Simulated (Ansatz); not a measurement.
Calculated with Ansatz (gas phase, PBE0-D4/def2-TZVP geometries, no zero-point term in ΔE). CCSD(T)/CBS adds triple-zeta CCSD(T) − MP2 to the extrapolated MP2 energy (def2 sets, frozen cores). This one scheme is used for every species. DFT in def2-TZVPP. Each species was taken in one conformer, which may not be the lowest.

`O[Si](Cl)(Cl)O[SiH3]` + H₂O → `O[Si](O)(Cl)Cl` + `O[SiH3]`  (formal hydrolysis of the Si–O bond)

```tsv
level	ΔE (eV)
PBE-D4	0.18
PBE0-D4	0.21
HF/def2-TZVPP	0.22
MP2/def2-TZVPP	0.23
SCS-MP2/def2-TZVPP	0.23
CCSD/def2-TZVPP	0.23
CCSD(T)/def2-TZVPP	0.23
HF/def2-QZVPP	0.24
```

Q: What does CCSD(T)/CBS give? (An estimate is asked.)

A: Computed: +0.25 eV. The listed levels differ from it by -0.07, -0.04, -0.03, -0.02, -0.02, -0.02, -0.02, -0.01 eV.

Largest T1 diagnostic among the species: 0.011.

From PBE to PBE0 (25 % exact exchange), in def2-TZVPP and without D4, ΔE moves by +0.04 eV. The D4 term adds +0.09 eV with B3LYP and +0.06 eV with PBE0; it sums over pairs of atoms, weighted by their polarisabilities, and B3LYP, whose exchange is more repulsive, gets the larger term.

B3LYP here is the variant with VWN-RPA as its local correlation; programs differ in this.
